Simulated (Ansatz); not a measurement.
A run for Ansatz (an electronic-structure program): R-wB97X-V/def2-TZVPP on AsBFH3O (SMILES OB(F)[AsH2]), a point of a torsion scan.

Ansatz 0.2 input:
```yaml
crystal:
  periodic: [false, false, false]
  atoms:
    - {symbol: O, position_ang: [-1.40650589, 0.15821032, -0.54497703]}
    - {symbol: B, position_ang: [-0.62033828, -0.47593085, 0.32371080]}
    - {symbol: F, position_ang: [-1.25646850, -1.36799954, 1.08655315]}
    - {symbol: As, position_ang: [1.38652107, -0.22693945, 0.64971862]}
    - {symbol: H, position_ang: [-1.01902787, 0.81689439, -1.12004246]}
    - {symbol: H, position_ang: [1.51266154, 0.82276874, -0.43465206]}
    - {symbol: H, position_ang: [1.72278259, -1.27746859, -0.37067039]}
basis:
  gaussian:
    orbitals: def2-TZVPP
hamiltonian:
  xc: {name: wB97X-V}
scf: {lower_state_search: off}
```

It printed:

```
WARN ansatz: RAYON_NUM_THREADS=1 ignored (pool sized by the plan → 1); use --threads N
Functional definition: wB97X-V
these checks for a lower state are left out or cut short: stability, starts, cluster_reference, orbital_swaps, neighbouring_geometries, increment
integrals: 0.13 GiB planned
1062 factors; their error is unknown
integrals: 0.16 GiB planned
223 factors; integrals over basis functions are off by at most 5.6e-6 eV
mean field: 1.07 GiB planned
mean field evaluation 1: about -66323.9027 eV, gradient 5.2e1 eV
mean field evaluation 2: about -66323.5564 eV, gradient 5.7e1 eV
mean field evaluation 4: about -66328.1687 eV, gradient 1.4e0 eV
mean field evaluation 8: about -66328.1759 eV, gradient 3.2e-2 eV
mean field evaluation 16: about -66328.3508 eV, gradient 3.7e-5 eV
mean field -66328.35084902 eV, -2437.5219347306 hartree, gradient 6.9e-6 eV, S^2 0.000000; 0 other end points of the search recorded, 0 dependent functions left out
reference -66328.35084724 eV, -2437.5219346650 hartree; 29, 29 occupied and 154, 154 virtual orbitals, 1062 factors
Total energy: -66328.35084724 eV, -2437.5219346650 hartree
Checks for a lower state left out: stability, starts, cluster_reference, orbital_swaps, neighbouring_geometries, increment
```

The calculation finished and met its thresholds.

Cost: around 11 core-seconds (rough).
